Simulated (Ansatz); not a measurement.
Isolated molecules relaxed with PBE0-D4/def2-TZVP in Ansatz; ΔE leaves out vibrations. CCSD(T)/CBS is the MP2 limit (def2-TZVPP, def2-QZVPP) plus CCSD(T) − MP2 in def2-TZVPP, frozen cores. This one scheme is used for every species. DFT in def2-TZVPP. B3LYP here is the variant with VWN-RPA as its local correlation; programs differ in this. One conformer a species, not always the lowest.

Consider the substitution at a C–C bond: `C=C=C([SiH3])CCl` + HCl → `C=C=C([SiH3])Cl` + `CCl`.

`C=C=C([SiH3])CCl`:

```xyz
13

C     1.053   -1.273    1.834
C     0.445   -0.667    0.858
C    -0.143   -0.046   -0.125
Si    0.656    1.501   -0.821
C    -1.427   -0.567   -0.697
Cl   -2.733    0.658   -0.592
H     0.855   -1.007    2.867
H     1.775   -2.061    1.643
H     0.583    1.448   -2.306
H     2.072    1.534   -0.382
H    -0.038    2.727   -0.353
H    -1.775   -1.452   -0.167
H    -1.323   -0.794   -1.758
```

HCl:

```xyz
2

Cl    0.102    0.294   -0.559
H    -0.102   -0.294    0.559
```

`C=C=C([SiH3])Cl`:

Cartesian coordinates in Å:
```
C 1.511 -1.582 -0.423
C 0.647 -0.817 0.173
C -0.225 -0.022 0.720
Si -1.095 1.346 -0.205
Cl -0.646 -0.194 2.409
H 2.566 -1.326 -0.447
H 1.205 -2.504 -0.907
H -2.561 1.116 -0.151
H -0.618 1.335 -1.609
H -0.785 2.646 0.440
```

`CCl`:

```xyz
5

C     0.008   -0.134    0.056
Cl   -0.091    1.497   -0.630
H    -0.996   -0.469    0.305
H     0.625   -0.098    0.951
H     0.454   -0.796   -0.683
```

CCSD(T)/CBS gives +37.3 kJ/mol.

(1) Another level gave +41.8 kJ/mol. Which?
A. HF/def2-TZVPP
B. MP2/def2-TZVPP
C. SCS-MP2/def2-TZVPP
D. B3LYP/def2-TZVPP

Largest T1 diagnostic among the species: 0.012.

## Answers

(1) B. MP2/def2-TZVPP 41.8, HF/def2-TZVPP 31.5, SCS-MP2/def2-TZVPP 37.6, B3LYP 24.7 kJ/mol.

The D4 term adds +7.2 kJ/mol with B3LYP and +4.3 kJ/mol with PBE0; it sums over pairs of atoms, weighted by their polarisabilities, and B3LYP, whose exchange is more repulsive, gets the larger term. In def2-TZVPP, CCSD(T) changes the Hartree–Fock value by +7.9 kJ/mol (the triples alone add −0.0 kJ/mol) and MP2 by +10.3 kJ/mol.
